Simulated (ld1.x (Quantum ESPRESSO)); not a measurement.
# cadmium: one change to a TM potential, before and after

```
Element                 : cadmium (Cd)
Generator               : ld1.x (Quantum ESPRESSO) 7.5
Type                    : norm-conserving Troullier–Martins (Kleinman–Bylander form)
Functional              : PBEsol
Relativity              : scalar-relativistic
Frozen core             : [Ar] 3d10
Valence charge          : 20
Reference configuration : 4s2 4p6 4d9 5s0 5p0 (charge +3)
Partial waves           : 4s (bound): rc 1.20 bohr; 4d (bound): rc 1.55 bohr; 4p (bound): rc 1.25 bohr
Local potential         : the p channel
Core correction         : none
```

Change: wave 4p (bound): rc 1.25 bohr becomes 4p (bound): rc 1.28 bohr.

Cutoffs: the cutoffs (Ry, on a coarse ladder) from which the occupation-weighted sum of valence levels, in a spherical-Bessel basis at the reference potential, stays within 10 and 1 mRy of its value at 400 Ry; they do not see the model core or the augmentation charge, which bear on the density cutoff. Errors are all-electron minus pseudo energies relative to the spin-unpolarised reference configuration.

Q: How do hardness, ghosts and transferability respond?

A: The potential gets neither clearly harder nor softer (120 Ry and 180 Ry → 120 Ry and 180 Ry); the s channel sets the loose cutoff, while the largest relative change is in p, which becomes softer; of the 7 tests that both files solve, the error grows in 1 and shrinks in 0 by more than 15 % and 0.3 meV (median size 151.0 → 172.2 meV); neither file shows a bound ghost.

```tsv
quantity	base	changed
cutoff, loose	120 Ry	120 Ry
cutoff, tight	180 Ry	180 Ry
loose cutoff by channel (10 mRy a level)	s 100 Ry, d 60 Ry, p 70 Ry	s 100 Ry, d 60 Ry, p 60 Ry
bound ghosts	none	none
error for 4s2 4p6 4d10 5s2 5p0, meV [ΔE -64.40 eV]	+661	+693
error for 4s2 4p6 4d10 5s1 5p0, meV [ΔE -55.09 eV]	+426	+446
error for 4s2 4p6 4d10 5s0 5p0, meV [ΔE -38.00 eV]	+13	+14
error for 4s2 4p6 4d10 5s1 5p1, meV [ΔE -59.67 eV]	+425	+451
error for 4s2 4p6 4d10 5s0 5p2, meV [ΔE -54.64 eV]	+151	+172
error for 4s2 4p6 4d8 5s0 5p0, meV [ΔE 54.04 eV]	+5.2	+6.4
error for 4s2 4p6 4d10 5s0 5p1, meV [ΔE -49.25 eV]	+116	+132
s: phases at 1.71 bohr within 0.05 rad from the reference energy up to (Ry; the scan ends near 5)	-2.9	-3.0
p: phases at 1.71 bohr within 0.05 rad from the reference energy up to (Ry; the scan ends near 5)	-0.9	-1.0
d: phases at 1.71 bohr within 0.05 rad from the reference energy up to (Ry; the scan ends near 5)	3.1	2.9
```
